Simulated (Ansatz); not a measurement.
Reaction (silylene formation by 1,1-elimination): `C[SiH](C)Br` → `CBr` + `C[SiH]`

Computed with Ansatz on PBE0-D4/def2-TZVP structures; ΔE is electronic, products minus reactants. CBS: MP2 limit from def2 TZ/QZ plus the TZ coupled-cluster correction, frozen cores. This one scheme is used for every species. Functionals use def2-TZVPP. For Br outer-core shells are correlated without core-valence functions, which leaves a few kJ/mol of doubt a bond. Scalar relativity is left out up to krypton.

`C[SiH](C)Br`:

Cartesian coordinates in Å:
```
C 0.877 -0.938 -0.941
Si -0.265 0.439 -0.429
C -0.438 0.577 1.418
Br -2.289 0.035 -1.298
H 0.527 -1.896 -0.551
H 1.883 -0.754 -0.554
H 0.935 -1.011 -2.029
H 0.177 1.731 -1.013
H -0.806 -0.359 1.842
H 0.533 0.803 1.870
H -1.135 1.373 1.685
```

`CBr`:

```xyz
5

C    -0.061    0.033    0.172
Br    0.575   -0.312   -1.620
H    -1.101   -0.276    0.224
H     0.037    1.098    0.363
H     0.550   -0.542    0.861
```

`C[SiH]`:

Z-matrix (Å, degrees):
```
C
Si 1 1.892
H 1 1.098 2 109.5
H 1 1.098 2 109.7 3 -115.3
H 1 1.091 2 113.8 3 122.2
H 2 1.531 1 94.2 3 58.0
```

CCSD(T)/CBS gives +402.3 kJ/mol.

(1) Another level gave +366.3 kJ/mol. Which?
A. revPBE/def2-TZVPP
B. MP2/def2-TZVPP
C. CCSD(T)/def2-TZVPP
D. SCS-MP2/def2-TZVPP

Largest T1 diagnostic among the species: 0.012.

Results:

(1) A. revPBE 366.3, CCSD(T)/def2-TZVPP 390.1, MP2/def2-TZVPP 416.4, SCS-MP2/def2-TZVPP 398.4 kJ/mol.

At CCSD(T), def2-SVP lies −24.3 kJ/mol from the extrapolated value and def2-TZVPP −12.2 kJ/mol. From r2SCAN to r2SCAN0 (25 % exact exchange), in def2-TZVPP and without D4, ΔE moves by +5.2 kJ/mol.
